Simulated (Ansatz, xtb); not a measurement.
Molecule: C3H3N2, net charge -1, singlet state. It need not be the lowest isomer of its formula. Whether it binds its extra electron was not tested at this geometry. SMILES: c1cn[n-]c1
Coordinates optimised at B3LYP-D3(BJ)/def2-TZVP (Ansatz, a program for electronic structure):
```
C
H 1 1.0809
C 1 1.4010 2 128.73
N 3 1.3459 1 110.88 2 180.00
N 4 1.3608 3 107.85 1 0.00
C 5 1.3459 4 107.85 3 0.00
H 3 1.0843 4 120.51 5 -180.00
H 6 1.0843 5 120.51 4 -180.00
```
Charge -1, spin multiplicity 1.

Harmonic wavenumbers from GFN2-xTB (xtb, at its own minimum), cm⁻¹: 599, 665, 756, 799, 813, 895, 901, 1062, 1062, 1142, 1199, 1285, 1385, 1404, 1488, 2970, 2975, 3011.

### Question
Give the harmonic wavenumbers at B3LYP-D3(BJ)/def2-TZVP (Ansatz, finite differences of forces, unscaled).

### Answer
640, 692, 705, 754, 782, 920, 934, 1026, 1035, 1127, 1165, 1216, 1367, 1411, 1478, 3146, 3149, 3195 cm⁻¹. Zero-point energy 35.4 kcal/mol.

### Question
From these and the geometry, give the ideal-gas thermochemistry at 298.15 K and 1 atm (rigid rotor, harmonic oscillator).

### Answer
Point group C2v, rotational symmetry number 2. Rotational constants 9.912, 9.841, 4.938 GHz. S(trans) 38.53, S(rot) 22.64, S(vib) 2.08, S(elec, spin only) 0.00, S 63.2 cal/(mol K). H(298) - H(0) 2.86 kcal/mol; G - E(el) 19.4 kcal/mol.
